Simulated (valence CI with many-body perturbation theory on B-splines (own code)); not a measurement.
# Sm IV: calculated level list

Level of theory: relativistic CI+MBPT: five valence electrons over a frozen Dirac-Fock core [Xe], radial functions for each j: 7 s, 7 p, 7 d, 7 f, 4 g, 2 h, with the one-electron correlation potential Σ1 (screened to all orders), the two-electron term Σ2, the three-electron term Σ3, Breit, model QED; the open f shell's mean field enters the energy denominators; selected single and double excitations, second order for the rest, scaled by the run's own slope (own B-spline code, finite nucleus).

Against measured spectra of neutral and singly charged lanthanides and actinides this method errs by a few hundred cm⁻¹ within a configuration and by up to about 5,000 between configurations. No measured levels were compared; by estimate terms of the open shell hold to a few per cent of their energy, and close levels can change places. Core correlation moves these levels by up to 2300 cm⁻¹, and in measured spectra 5 to 20 % of such shifts remained as error; rates that hang on mixing are uncertain with them. Not all symmetries were solved, so the list stops early. Among the levels kept, up to 800 cm⁻¹ of a level comes from second order outside the variational space, and about a tenth of that is noise between levels of different J, which matters for small intervals. Only levels of the ground parity were solved; by the run's estimate the other parity begins above the list, which can be wrong where configurations are misplaced.

Levels 1 to 6 of 6, with energies above the lowest level, 4f5 6H°_5/2. "Leading %" is the weight of the configuration and term that name the level; weights of strongly mixed levels are sums over their largest components and can fall short. Lifetimes count E1, E2, E3, M1 and M2 decay at the calculated energies, and are blank where another channel may lead or the interval is too uncertain; long ones can be off by a factor of two.

| No. | Configuration | Term | J | E (cm⁻¹) | Leading % | Second component | Lifetime |
| --- | --- | --- | --- | --- | --- | --- | --- |
| 1 | 4f5 | 6H° | 5/2 | 0.0 | 92 |  |  |
| 2 | 4f5 | 6H° | 7/2 | 1074 | 93 |  | 9.48 s |
| 3 | 4f5 | 6H° | 9/2 | 2318 | 94 |  | 4.85 s |
| 4 | 4f5 | 6H° | 11/2 | 3691 | 94 |  | 3.80 s |
| 5 | 4f5 | 6H° | 13/2 | 5146 | 93 |  | 4.11 s |
| 6 | 4f5 | 6F° | 1/2 | 6465 | 93 |  | 11000 s |

The ionisation energy to 4f4 5I_4 of the next ion comes out as 41.309 eV (NIST: 41.64 ± 0.11 eV (semi-empirical), further off than twice its uncertainty). All 6 levels together are meant to be complete up to 6589 cm⁻¹.
